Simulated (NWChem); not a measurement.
System: CCl3 cation

```xyz
4

Cl    -1.5920     0.4266     0.0000
C      0.0000     0.0000     0.0000
Cl     0.4266    -1.5920     0.0000
Cl     1.1654     1.1654     0.0000
```
Atoms are numbered in this order, from 1.

All runs: NWChem. Structure relaxed at the PBE0/def2-SVP level. Atomic charges in e: unrestrained fits to the electrostatic potential beside Mulliken populations; the two definitions need not agree.

Q: Estimate the computed values for B3LYP/def2-SVP. Quantities: ESP Cl1; Mulliken Cl1; ESP C2; Mulliken C2; ESP Cl3; Mulliken Cl3; ESP Cl4; Mulliken Cl4; relative RMS misfit of the potential (%).

A: 
| Quantity | Value |
|---|---|
| ESP Cl1 | 0.31 |
| Mulliken Cl1 | 0.30 |
| ESP C2 | 0.08 |
| Mulliken C2 | 0.10 |
| ESP Cl3 | 0.31 |
| Mulliken Cl3 | 0.30 |
| ESP Cl4 | 0.31 |
| Mulliken Cl4 | 0.30 |
| relative RMS misfit of the potential (%) | 4 |
